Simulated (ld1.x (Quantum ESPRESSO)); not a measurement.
## What the settings do to the PAW potential of mercury

Base potential:

```
Element                 : mercury
Generator               : ld1.x (Quantum ESPRESSO) 7.5
Type                    : PAW
Functional              : Wu–Cohen
Relativity              : fully relativistic
Frozen core             : [Kr] 4d10 4f14
Valence charge          : 20
Reference configuration : 5s2 5p6 5d10 6s2 6p0
Partial waves           : 5s (bound): rcut 1.35, rcutus 1.70 bohr; 6s (bound): rcut 1.35, rcutus 1.70 bohr; 5p (bound): rcut 1.50, rcutus 1.95 bohr; 6p (bound, empty): rcut 1.50, rcutus 1.95 bohr; 5d (bound): rcut 1.45, rcutus 1.80 bohr; 5d channel at -0.35 Ry: rcut 1.45, rcutus 1.80 bohr
Local potential         : all-electron potential smoothed inside 1.80 bohr (lloc = -2)
Core correction         : Bessel-smoothed model core inside 1.40 bohr
Augmentation charge     : GAUSS, radius 1.35 bohr
```

Open shells are filled in proportion to 2j + 1 (rel_dist='average').

Cutoffs, loose and tight: the cutoffs (Ry, on a coarse ladder) from which the occupation-weighted sum of valence levels, in a spherical-Bessel basis at the reference potential, stays within 10 and 1 mRy of its value at 400 Ry. They do not see the model core or the augmentation charge, which bear on the density cutoff. Test errors are all-electron minus pseudo excitation energies from the reference, over the configurations 5s2 5p6 5d10 6s1 6p0; 5s2 5p6 5d10 6s0 6p0; 5s2 5p6 5d9 6s0 6p0; 5s2 5p6 5d9 6s2 6p1; 5s1 5p6 5d10 6s2 6p0; 5s2 5p6 5d9 6s2 6p0; 5s2 5p6 5d10 6s1 6p1. A dash means not determined; rows that change the core or the reference have their own tests. The largest error is taken over the tests solved by every variant that gives reliable tests at all: 5s2 5p6 5d10 6s0 6p0; 5s2 5p6 5d10 6s1 6p0; 5s2 5p6 5d9 6s0 6p0; 5s2 5p6 5d9 6s2 6p1.

Cutoffs are not given where the Bessel-basis levels miss the radial ones by over 6 mRy, ghosts where they miss by over 20 mRy; a channel whose overlap is not positive is not tested.

| change | outcome | bound ghosts | largest test error (meV) |
| --- | --- | --- | --- |
| base | generated | not determined | +25 |
| all radii but the core radius scaled by about 0.74 (s 1.26, p 1.46, d 1.34 bohr, rcut 1.00/1.12/1.08); local potential all-electron potential smoothed inside 1.34 bohr (lloc = -2); augmentation GAUSS, radius 1.00 bohr | failed: new_paw_hamiltonian: negative rho | – | – |
| all radii but the core radius scaled by about 0.86 (s 1.46, p 1.68, d 1.54 bohr, rcut 1.16/1.28/1.24); local potential all-electron potential smoothed inside 1.54 bohr (lloc = -2); augmentation GAUSS, radius 1.16 bohr | generated | not determined | -0.6 |
| all radii but the core radius scaled by about 0.92 (s 1.56, p 1.80, d 1.66 bohr, rcut 1.24/1.38/1.34); local potential all-electron potential smoothed inside 1.66 bohr (lloc = -2); augmentation GAUSS, radius 1.24 bohr | generated | not determined | +5.7 |
| all radii but the core radius scaled by about 1.12 (s 1.90, p 2.18, d 2.02 bohr, rcut 1.52/1.68/1.62); local potential all-electron potential smoothed inside 2.02 bohr (lloc = -2); augmentation GAUSS, radius 1.52 bohr | generated | not determined | test run stopped at test 1 of 7 (negative rho) |
| all radii but the core radius scaled by about 1.18 (s 2.00, p 2.30, d 2.12 bohr, rcut 1.60/1.78/1.72); local potential all-electron potential smoothed inside 2.12 bohr (lloc = -2); augmentation GAUSS, radius 1.60 bohr | failed: new_paw_hamiltonian: negative rho | – | – |
| all radii but the core radius scaled by about 1.28 (s 2.18, p 2.50, d 2.30 bohr, rcut 1.74/1.92/1.86); local potential all-electron potential smoothed inside 2.30 bohr (lloc = -2); augmentation GAUSS, radius 1.74 bohr | failed: new_paw_hamiltonian: negative rho | – | – |
| all radii but the core radius scaled by about 1.36 (s 2.32, p 2.66, d 2.44 bohr, rcut 1.84/2.04/1.98); local potential all-electron potential smoothed inside 2.44 bohr (lloc = -2); augmentation GAUSS, radius 1.84 bohr | failed: new_paw_hamiltonian: negative rho | – | – |

Reading the sweep of the scale of all radii but the core radius (base = 1) (base included, trends over the rows without a ghost): The generation fails at 0.74, 1.18, 1.28, 1.36.
